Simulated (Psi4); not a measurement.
The Psi4 input:
```
memory 2 GB

molecule mol {
0 1
O    -0.000000   -0.000000   -1.997373
B    -0.000000   -0.000000   -0.809405
B     0.000000    0.000000    0.809405
O     0.000000    0.000000    1.997373
}

set {
  basis sto-3g
  reference rks
}

energy('svwn')
print_variables()
```

Question: What does this run give for the total energy, dipole moment?

Answer: 
The total energy comes out as -196.4281 Eh and the dipole moment is 0.00 D.
